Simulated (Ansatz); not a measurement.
H$_{2}$F$_{2}$OSSi (SMILES O[Si](F)(F)S), singlet, at a GFN2-xTB geometry, atoms displaced at random by about 0.08 Å a coordinate; HF/STO-3G, gradient (Ansatz, a quantum-chemistry and plane-wave program).

Input for Ansatz:
Ansatz 0.2 input:
```yaml
crystal:
  periodic: [false, false, false]
  atoms:
    - {symbol: O, position_ang: [0.12186846, 1.81687023, 0.61949844]}
    - {symbol: Si, position_ang: [-0.35815896, 0.14799808, 0.09581548]}
    - {symbol: F, position_ang: [-0.22072785, 0.39669396, -1.78547268]}
    - {symbol: F, position_ang: [-1.76996764, -0.33143156, 0.17909362]}
    - {symbol: S, position_ang: [1.17585144, -1.32476875, 0.55370912]}
    - {symbol: H, position_ang: [-0.27970125, 2.44174263, 0.59152387]}
    - {symbol: H, position_ang: [1.79265120, -0.50363999, 1.04379684]}
basis:
  gaussian:
    orbitals: STO-3G
hamiltonian:
  xc: hf
output: {forces: true}
```

The log (banner, timings and long lists left out):

```
Functional definition: HF
436 factors; integrals over basis functions are off by at most 2.5e-5 eV
mean field evaluation 1: about -25837.4421 eV, gradient 3.3e1 eV
mean field evaluation 2: about -25837.5137 eV, gradient 3.3e1 eV
mean field evaluation 4: about -25842.6215 eV, gradient 1.6e0 eV
mean field evaluation 8: about -25842.6362 eV, gradient 8.8e-4 eV
mean field -25842.63621994 eV, -949.6993643149 hartree, gradient 1.5e-5 eV, S^2 0.000000; 0 other end points of the search recorded, 0 dependent functions left out
the calculation of the forces begins
reference -25842.63621994 eV, -949.6993643149 hartree; 29, 29 occupied and 6, 6 virtual orbitals, 436 factors
Total energy: -25842.63621994 eV, -949.6993643149 hartree
Atom 0 at     0.121868     1.816870     0.619498 Å, force    17.797462   -32.605347     1.131686 eV/Å
Atom 1 at    -0.358159     0.147998     0.095815 Å, force     8.267256     6.675690    -7.393452 eV/Å
Atom 2 at    -0.220728     0.396694    -1.785473 Å, force    -0.531459    -0.881852     6.626846 eV/Å
Atom 3 at    -1.769968    -0.331432     0.179094 Å, force    -5.434280    -1.451965     1.197061 eV/Å
Atom 4 at     1.175851    -1.324769     0.553709 Å, force    -7.849920    -6.393817    -4.763039 eV/Å
Atom 5 at    -0.279701     2.441743     0.591524 Å, force   -19.009281    26.675963    -1.889950 eV/Å
Atom 6 at     1.792651    -0.503640     1.043797 Å, force     6.760222     7.981328     5.090848 eV/Å
Dipole moment:    -0.175095     0.136570     0.461612 e Å
```
